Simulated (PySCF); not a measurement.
**SbN⁺ at ROHF-CCSD**

Level: ROHF-CCSD. PySCF, scalar-relativistic core potentials, basis sets Sb def2-TZVPPD with ECP28, N def2-TZVPPD.

| Quantity | Value |
| --- | --- |
| state | ²Π (doublet), unpaired electrons π ↑ |
| bond length | 0.1902 nm |
| harmonic wavenumber | 779 cm⁻¹ |
| force constant | 4.49 mdyn/Å |
| rotational constant Be | 0.3713 cm⁻¹ |
| anharmonicity ωexe | 5.23 cm⁻¹ |
| vibration–rotation constant αe | 0.00272 cm⁻¹ |
| well depth De to Sb⁺ + N | 1.79 eV |
| dissociation energy D0 | 1.74 eV |

Correlated steps freeze 5 core orbitals. These are scalar-relativistic numbers at best; spin–orbit coupling would shift them, the dissociation energy most. For an ion De counts to the pair picked by the measured ionisation energies or electron affinities, which need not be the lowest pair at this level. The state is the lowest determinant that a PBE0 search found; another state may lie lower at other levels.
